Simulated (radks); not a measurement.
The numbers below are computed, except where a source is named.
Q: These are the eigenvalues of the occupied orbitals of an atom or ion with whole-number occupations (hartree). Code: a radial shooting solver on a logarithmic mesh with Libxc functionals. Model: scalar-relativistic Kohn-Sham, SCAN, spin-unpolarised, spherical densities, finite nucleus; meta-GGA in the generalised Kohn-Sham scheme; Fermi nuclear charge, rms radius of each element as measured or else 0.836 A^(1/3) + 0.57 fm.

1s: -490.7055
2s: -64.23629
2p: -56.56284
3s: -8.98293
3p: -6.52910
3d: -2.49616
4s: -0.77018
4p: -0.30036

Which element is it, and in what charge state? The configuration may be excited.

A: Z = 35, bromine, charge 0: Br in [Ar] 3d10 4s2 4p5. The list shows which subshells hold electrons but not how many an open one holds; the 1s level, -490.71 hartree, gives Z - s = 31.3 by -(Z - s)^2/2, which with screening and relativity narrows Z to a few neighbours, and the depths of the outer levels then fix element, charge and occupations together.
